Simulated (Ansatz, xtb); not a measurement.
Species: B$_{2}$H$_{6}$, charge -2, multiplicity 1. It need not be the lowest isomer of its formula. SMILES: [BH3-][BH3-]
Coordinates optimised at B3LYP-D3(BJ)/def2-TZVP (Ansatz, a program for electronic structure):
```xyz
8

B     -0.0028    -0.0006     0.9067
H      1.1603     0.0020     1.4104
H     -0.5892     1.0061     1.4058
H     -0.5840    -1.0111     1.4044
B      0.0028     0.0006    -0.9067
H      0.5840     1.0111    -1.4044
H     -1.1603    -0.0020    -1.4104
H      0.5892    -1.0061    -1.4058
```
Charge -2, spin multiplicity 1.

Harmonic wavenumbers from GFN2-xTB (xtb, at its own minimum), cm⁻¹: 160, 574, 574, 694, 842, 844, 1129, 1132, 1140, 1151, 1155, 1216, 1311, 1313, 1314, 1315, 1532, 1756.

Problem. Give the harmonic wavenumbers at B3LYP-D3(BJ)/def2-TZVP (Ansatz, finite differences of forces, unscaled).

Solution. 233, 510, 510, 634, 869, 869, 1010, 1027, 1127, 1127, 1149, 1149, 1996, 1996, 2027, 2027, 2064, 2108 cm⁻¹. Zero-point energy 32.1 kcal/mol.

Problem. From these and the geometry, give the ideal-gas thermochemistry at 298.15 K and 1 atm (rigid rotor, harmonic oscillator).

Solution. Point group D3d, rotational symmetry number 6. Rotational constants 61.61, 14.93, 14.93 GHz. S(trans) 35.89, S(rot) 17.13, S(vib) 4.23, S(elec, spin only) 0.00, S 57.2 cal/(mol K). H(298) - H(0) 3.23 kcal/mol; G - E(el) 18.2 kcal/mol.
